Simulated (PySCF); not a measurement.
Molecule: `C#CC(=C)/C=C/F`, C6H5F.

Geometry (Å), atoms numbered from 1 in this order:
```xyz
12

C    -1.9730    0.4245   -1.4103
C    -1.1879    0.0419   -0.5685
C    -0.2405   -0.3907    0.4185
C    -0.6211   -1.2306    1.4044
C     1.1320    0.1078    0.3249
C     1.5604    0.9360   -0.6302
F     2.8144    1.3628   -0.6730
H    -2.6806    0.7511   -2.1499
H    -1.6468   -1.5957    1.4720
H     0.0957   -1.5620    2.1594
H     1.8425   -0.2212    1.0878
H     0.9393    1.3264   -1.4417
```

Geometry PBE0-D3(BJ)/def2-SVP throughout; GIAO in PySCF 2.14.0 with density-fitted response routines, gas phase, one conformer, non-relativistic; equivalent atoms averaged; functional PBE0.

For orientation, pcSseg-2 gives these shifts δ (against TMS, CFCl3 at the same level): C6 168.9, C3 136.2, C5 122.9, C1 89.3, F7 -122.2, H12 7.47, H9 5.76, H10 5.68, H11 6.21 ppm.

A run gave: C6 155.6, C3 125.8, C5 113.6, C1 82.1, F7 -103.8, H12 7.18, H9 5.58, H10 5.48, H11 5.74 ppm (shifts δ (against TMS, CFCl3 at the same level)).

Which basis set was used in that run?
A. def2-TZVP
B. aug-cc-pVDZ
C. IGLO-III
D. 6-31G*
E. cc-pVDZ

Answers

E. C1 tells them apart best: cc-pVDZ gives 82.1, def2-TZVP gives 85.3, 6-31G* gives 78.0, aug-cc-pVDZ gives 79.7, IGLO-III gives 88.0 ppm.
